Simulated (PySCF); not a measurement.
# Reading the logs of faulty runs: BCGeH5N cation

Calculated results; nothing here was measured. They come from PySCF 2.14.0, an open-source quantum chemistry program, on an isolated molecule that a program drew, which may never have been made. The molecule is BCGeH5N cation (charge +1, singlet), drawn as the SMILES string `B=C[NH][GeH2+]`.

Each row is a Hartree-Fock (HF) and frozen-core CCSD(T) single point in the cc-pVDZ basis, meant for a local HF minimum. Run 1 is clean. Each other run has one planted mistake out of seven kinds, and not every kind appears here: one electron removed, one electron added, multiplicity raised by two, geometry at a saddle point, minimal basis STO-3G, one bond length entered in bohr, all coordinates scaled. The reference is restricted for singlets and unrestricted otherwise, and also for a bond in bohr. Adding or removing an electron swaps singlet and doublet. Electrons count all cores. HOMO and LUMO are orbital energies over both spins, the gradient is its largest component, and the lowest frequency (negative if imaginary) is given only where the gradient is small. Bond lengths are over the 8 bonds as drawn. T1 is the CCSD diagnostic: over 0.02 (restricted) or 0.045 (unrestricted) a single reference is doubtful. Germanium has the cc-pVDZ-PP basis, with a core potential (ECP10MDF) in place of its 10 inner electrons, and its 3s, 3p and 3d shells are frozen in CCSD(T).

Geometry of the clean run:
```xyz
9
BCGeH5N cation, angstrom
B     1.6931   -0.3070    0.8610
C     0.5697   -0.6306    0.0929
N     0.1302   -1.9033   -0.3536
Ge   -1.2650   -2.2879   -1.3053
H     2.6169    0.0260    1.5005
H    -0.0548    0.2070   -0.2041
H     0.7120   -2.6752   -0.0753
H    -2.1484   -1.1495   -1.7319
H    -1.4703   -3.7419   -1.6233
```

| run | electrons | basis functions | <S^2> | HOMO (eV) | LUMO (eV) | gradient (hartree/bohr) | lowest frequency (cm^-1) | mean bond (Å) | longest bond (Å) | T1 | HF (hartree) | CCSD(T) (hartree) | mistake |
|---|---|---|---|---|---|---|---|---|---|---|---|---|---|
| 1 | 54 | 90 | 0.000 | -12.61 | -4.38 | 2.4e-05 | 93 | 1.3523 | 1.732 | 0.0215 | -412.95516 | -413.47139 | no fault |
| 2 | 53 | 90 | 0.756 | -20.92 | -10.50 | 6.9e-02 | - | 1.3523 | 1.732 | 0.0207 | -412.53635 | -412.99963 | one electron removed |
| 3 | 54 | 90 | 1.349 | -12.13 | -4.82 | 2.1e-02 | - | 1.5079 | 2.643 | 0.0724 | -412.77398 | -413.26285 | one bond length entered in bohr |
| 4 | 55 | 90 | 0.795 | -5.88 | 1.93 | 4.9e-02 | - | 1.3523 | 1.732 | 0.0194 | -413.14453 | -413.66510 | one electron added |
| 5 | 54 | 90 | 0.000 | -12.19 | -4.57 | 4.3e-02 | - | 1.4497 | 1.857 | 0.0272 | -412.91135 | -413.44942 | ? |
| 6 | 54 | 90 | 2.041 | -11.08 | -5.47 | 1.1e-01 | - | 1.3523 | 1.732 | 0.0206 | -412.90697 | -413.39248 | ? |

**Which mistake was planted in run 5, and what did it cost?**

The mean and the longest bond both change by the same factor, 1.072, and the gradient is no longer small. So the mistake is: all coordinates scaled. Subtracting run 1 and multiplying by 627.51 kcal/mol a hartree, the energy moved by 27.5 kcal/mol in HF and 13.8 kcal/mol in CCSD(T).

**Which mistake was planted in run 6, and what did it cost?**

Electrons, basis and geometry are unchanged, and <S^2> is 2.041, beside S(S+1) = 2.00 for a multiplicity of 3. So the mistake is: multiplicity raised by two. Subtracting run 1 and multiplying by 627.51 kcal/mol a hartree, the energy moved by 30.2 kcal/mol in HF and 49.5 kcal/mol in CCSD(T).

Cautions from the logs. Run 1: T1 is over the limit, so its CCSD(T) energy is less reliable; run 3: T1 is over the limit, so its CCSD(T) energy is less reliable; run 5: T1 is over the limit, so its CCSD(T) energy is less reliable.
